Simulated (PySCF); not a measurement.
A small calculation by hand: entropy of an ideal gas

ClGaH3N, SMILES [GaH]([Cl])[NH2].

Coordinates come from a PBE0-D3(BJ)/def2-TZVP optimisation. The values are those of a single conformer.

PBE0-D3(BJ)/def2-TZVP (PySCF 2.14.0) gives the harmonic wavenumbers 157, 214, 381, 413, 519, 576, 727, 760, 1555, 2057, 3621, 3731 cm⁻¹ and the rotational temperatures 0.7140, 0.1600, 0.1307 K. The molar mass is 122.20 g/mol, the symmetry number 1, the spin multiplicity 1.

Work out the entropy at 298.15 K and 1 atm in the rigid-rotor, harmonic-oscillator model.


Translation (Sackur–Tetrode at 1 atm): S = R[1.5 ln M + 2.5 ln T − 1.16487] = 168.7 J/(mol K).
Rotation: q = (√π/σ) T^1.5/√(θA θB θC) = 74700, S = R[ln q + 3/2] = 105.8 J/(mol K).
Vibration: with u = 1.4388 ν/T, each mode gives R[u/(e^u − 1) − ln(1 − e^−u)]:
```
ν (cm⁻¹)  modes     u  S (J/(mol K))
--------  -----  ----  -------------
157           1  0.76          10.82
214           1  1.03           8.41
381           1  1.84           4.33
413           1  1.99           3.83
519           1  2.50           2.56
576           1  2.78           2.06
727           1  3.51           1.15
760           1  3.67           1.01
1555          1  7.50           0.04
```
The stiffer modes add less than 0.005 each. Sum 34.2 J/(mol K).
Spin: R ln 1 = 0.0 J/(mol K).
Total 308.7 J/(mol K); the program's own thermochemistry gives 308.7. Translation makes up 55 % and vibration 11 %. Anharmonicity, hindered rotation and orbital degeneracy are left out.
